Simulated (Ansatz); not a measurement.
C10H10Cl2Mo, SMILES `[Cl][Mo]12345678([Cl])([C@H]9[C@@H]1[C@@H]2[C@@H]3[C@H]94)[C@H]1[C@@H]5[C@@H]6[C@@H]7[C@H]18`, 23 atoms. The species carries charge 0 and has multiplicity 1. Correlated methods include outer-core shells of Mo, which these sets cover unevenly. Mo: def2 effective core potential. Hardware: A = 11 threads of an AMD EPYC 7R13 on a shared host and a whole NVIDIA H100 80 GB; B = 11 threads of an AMD EPYC 7R13 on a shared host. Correlated methods freeze the cores.

(1) How many basis functions does each run have, and how long does it take in Ansatz? RHF-CCSD(T)/def2-TZVPP energy [A]; RHF-MP2/def2-QZVPP energy [A]; RKS PBE0-D4/def2-TZVPP energy [A]; RKS PBE0-D4/def2-TZVP relaxation (21 steps) [A]; RKS B97M-V/def2-TZVPP energy [A]; RKS B3LYP-D4/def2-TZVPP energy and forces [A]; direct RPA on PBE orbitals/def2-TZVPP energy [A]; RKS PBE-D4/def2-TZVPP energy and forces [A]; RHF-CCSD(T)/def2-SVP energy [A]; RKS ωB97M-V/def2-SVP energy [B]; RKS ωB97M-V/def2-QZVPP energy [A]; RKS PBE0-D4/def2-SVP energy [B]. (Best estimate.)

Results:

(1) The calculation gave: Other jobs shared the machine, so times are rough.

```json
{"level": "RKS PBE-D4/def2-TZVPP", "job": "energy and forces [A]", "functions": "590", "wall time": "4.2 s", "peak host memory (GiB)": "1.2"}
{"level": "RKS PBE0-D4/def2-SVP", "job": "energy [B]", "functions": "257", "wall time": "4.5 s", "peak host memory (GiB)": "1.8"}
{"level": "RKS B3LYP-D4/def2-TZVPP", "job": "energy and forces [A]", "functions": "590", "wall time": "6 s", "peak host memory (GiB)": "1.8"}
{"level": "RKS B97M-V/def2-TZVPP", "job": "energy [A]", "functions": "590", "wall time": "6.5 s", "peak host memory (GiB)": "1.4"}
{"level": "RKS PBE0-D4/def2-TZVPP", "job": "energy [A]", "functions": "590", "wall time": "7.5 s", "peak host memory (GiB)": "1.2"}
{"level": "RHF-CCSD(T)/def2-SVP", "job": "energy [A]", "functions": "257", "wall time": "12 s", "peak host memory (GiB)": "1.8"}
{"level": "RKS ωB97M-V/def2-SVP", "job": "energy [B]", "functions": "257", "wall time": "12 s", "peak host memory (GiB)": "2.2"}
{"level": "direct RPA on PBE orbitals/def2-TZVPP", "job": "energy [A]", "functions": "590", "wall time": "17 s", "peak host memory (GiB)": "4.2"}
{"level": "RHF-MP2/def2-QZVPP", "job": "energy [A]", "functions": "1091", "wall time": "18 s", "peak host memory (GiB)": "1.9"}
{"level": "RKS ωB97M-V/def2-QZVPP", "job": "energy [A]", "functions": "1091", "wall time": "18 s", "peak host memory (GiB)": "2"}
{"level": "RKS PBE0-D4/def2-TZVP", "job": "relaxation (21 steps) [A]", "functions": "484", "wall time": "56 s", "peak host memory (GiB)": "1.4"}
{"level": "RHF-CCSD(T)/def2-TZVPP", "job": "energy [A]", "functions": "590", "wall time": "120 s", "peak host memory (GiB)": "8.9"}
```

B3LYP here is the variant with VWN-RPA as its local correlation; programs differ in this.
